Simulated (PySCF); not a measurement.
C₂HF₃O₂, SMILES O=C(O)C(F)(F)F.

Geometry optimised at B3LYP-D3(BJ)/def2-SVP. One conformer was computed; it need not be the lowest.

All values below come from PySCF with ωB97X/def2-TZVP.

Computed frontier levels, gap, dipole moment and polarisability:
```yaml
highest_occupied_level: -11.73 eV
lowest_empty_level: 1.24 eV
orbital_gap: 12.97 eV
dipole_moment: 2.23 D
quadrupole, principal values (traceless, Buckingham form, about the centre of nuclear charge): -9.25, -0.38, 9.63 D·Å
mean_static_polarisability: 32.2 bohr³ (4.77 Å³)
polarisability_principal_values: 25.8, 34.3, 36.4 bohr³
```
